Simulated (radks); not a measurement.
Results of a calculation; reference values are marked as such.
Task: Valence configurations of Ir I (all share [Xe]). Level of theory: scalar-relativistic Kohn-Sham, BLYP, spin-polarised, spherical densities, finite nucleus; open shells are filled with parallel spins first (spin-orbit coupling, left out, can overturn this in heavy ions); Fermi nuclear charge, rms radius 5.4032 fm (a radial shooting solver on a logarithmic mesh with Libxc functionals). Order these by energy: 4f14 5d7 6s1.5 6p0.5; 4f14 5d7 6s2; 4f14 5d7 6p2; 4f14 5d8 6s1; 4f14 5d6 6s1 6p2; 4f14 5d5 6s2 6p2; 4f14 5d7.5 6s1 6p0.5; 4f12 5d7 6s2 6p2; 4f13.5 5d8.5 6s1; 4f14 5d6 6s2 6p1.

Result: From the lowest, in eV above it: 4f14 5d7 6s2 0.000; 4f14 5d8 6s1 0.094; 4f14 5d7.5 6s1 6p0.5 2.013; 4f14 5d7 6s1.5 6p0.5 2.213; 4f14 5d6 6s2 6p1 5.625; 4f14 5d6 6s1 6p2 10.228; 4f14 5d7 6p2 10.228; 4f14 5d5 6s2 6p2 13.015; 4f13.5 5d8.5 6s1 28.538; 4f12 5d7 6s2 6p2 148.51. NIST lists [Xe] 4f14 5d7 6s2 as the ground configuration; this level of theory agrees among the configurations tried. The energies are those of spherical high-spin densities, not of single terms.
